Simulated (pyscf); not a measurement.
Hydrogen shift: H₂Si=AsH (SMILES [SiH2]=[AsH]) → :HSi–AsH₂ (SMILES [SiH][AsH2]) [singlet]

Gas phase, singlet surface, charge 0. Bonds broken: Si2–H4. Bonds formed: As1–H4. Single points on ωB97X-D3(BJ)/def2-SVP structures (PySCF, gas phase). Correlated levels are frozen-core, on RHF or UHF. ΔMP2 is the change of the MP2 total energy from the triple- to the quadruple-zeta basis.

Transition state (Å):

```xyz
5

As    -1.1136     1.9480    -0.3296
Si     0.3313     0.3098    -0.8413
H     -1.0548     1.6435     1.1624
H     -0.9672    -0.2361    -0.1623
H      0.0216     0.3234    -2.3204
```

One imaginary mode, 933i cm⁻¹; descent along it reached the two sides named.

| bond | change | reactant side (Å) | saddle | product side |
|---|---|---|---|---|
| Si2–H4 | breaks | 1.487 | 1.564 | 3.0 |
| As1–H4 | forms | 3.3 | 2.195 | 1.513 |

Electronic energies relative to the reactant's lowest minimum found (kcal/mol):

| level | barrier | reaction energy | reverse barrier |
|---|---|---|---|
| ωB97X-D3(BJ)/def2-TZVP | 36.0 | +18.5 | 17.4 |
| PBE/def2-TZVP | 29.5 | +19.6 | 9.9 |
| r²SCAN/def2-TZVP | 33.2 | +21.7 | 11.5 |
| B3LYP-D3(BJ)/def2-TZVP | 32.9 | +18.9 | 14.0 |
| PBE0-D3(BJ)/def2-TZVP | 32.9 | +19.3 | 13.6 |
| M06-2X/def2-TZVP | 34.0 | +17.9 | 16.2 |
| ωB97M-D3(BJ)/def2-TZVP | 33.8 | +16.8 | 17.0 |
| HF/def2-TZVP | 42.6 | +16.2 | 26.5 |
| MP2/def2-QZVPP | 38.5 | +22.4 | 16.1 |
| CCSD/def2-TZVPP | 35.9 | +17.7 | 18.2 |
| CCSD(T)/def2-TZVPP | 34.3 | +19.2 | 15.1 |
| CCSD(T)/def2-TZVPP + ΔMP2(QZVPP) | 34.6 | +19.8 | 14.8 |

With CCSD(T)/def2-TZVPP + ΔMP2(QZVPP) energies and thermal terms (ideal gas, 1 atm, RRHO with modes under 100 cm⁻¹ raised to 100, one conformer, R ln 2 for rigid chiral ones), in kcal/mol:

| T (K) | ΔH‡ | ΔG‡ | ΔH | ΔG |
|---|---|---|---|---|
| 298 | 33.2 | 32.9 | +19.4 | +18.5 |
| 600 | 32.7 | 32.9 | +19.5 | +17.5 |
| 900 | 32.2 | 33.1 | +19.6 | +16.5 |
| 1200 | 31.7 | 33.4 | +19.6 | +15.4 |

This is the saddle that the search found; another between the same sides may lie lower. A restricted solution here is unstable towards spin polarisation, so biradical character is likely and single-reference numbers are less safe. The CCSD(T) − MP2 part came from Ansatz, without density fitting, on the same reference. The largest closed-shell T1 diagnostic is 0.031, which may signal static correlation. The frozen core leaves the outer d or s,p core shells of the metals and heavy elements correlated in the MP2 and CC values, and def2-TZVPP describes them poorly, which can shift differences by a few kcal/mol. Elements up to Kr have no core potential and no relativistic terms here.
